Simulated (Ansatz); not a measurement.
`FC(F)(F)CC(F)(F)F` → `FCC(F)(F)F` + `F[C]F` at 700 K and 1 bar (difluorocarbene loss).

Computed with Ansatz on PBE0-D4/def2-TZVP structures; ΔE is electronic, products minus reactants. CBS: MP2 limit from def2 TZ/QZ plus the TZ coupled-cluster correction, frozen cores. This one scheme is used for every species.

```csv
species,CCSD(T)/CBS energy (Eh),H − E (kJ/mol),S (J/(mol·K))
`FC(F)(F)CC(F)(F)F`,-714.13113,243.7,512.3
`FCC(F)(F)F`,-476.47126,181.8,408.9
`F[C]F`,-237.54028,47.1,278.6
```

H − E and S are ideal-gas, rigid-rotor, harmonic terms from PBE0-D4/def2-TZVP. 1 Eh = 2625.50 kJ/mol, R = 8.31446 J/(mol·K).

By hand: ΔE, ΔH, ΔS and ΔG.

ΔE = (-476.47126) + (-237.54028) − (-714.13113) = 0.11959 Eh = 314.0 kJ/mol. Δ(H − E) = 181.8 + 47.1 − 243.7 = -14.8, so ΔH = 299.2 kJ/mol. ΔS = 408.9 + 278.6 − 512.3 = 175.2 J/(mol·K). ΔG = 299.2 − 700 × (175.2)/1000 = 176.6 kJ/mol.

By hand: the equilibrium constant, and the temperature at which ΔG would vanish if ΔH and ΔS stayed fixed.

log₁₀ K = −ΔG/(RT ln 10) = -13.2. ΔG = 0 at ΔH/ΔS = 1708 K.

The number of gas molecules changes by +1, which sets the sign of ΔS. A doubt of 5 kJ/mol in ΔE shifts log₁₀ K by 0.4 here. Modes under 60 cm⁻¹, often nearly free rotors, make the harmonic entropy too high. These are equilibria of isolated gas molecules and say nothing of rates. Largest T1 diagnostic: 0.017 (customary marks: 0.02 for closed shells, 0.045 for open ones).
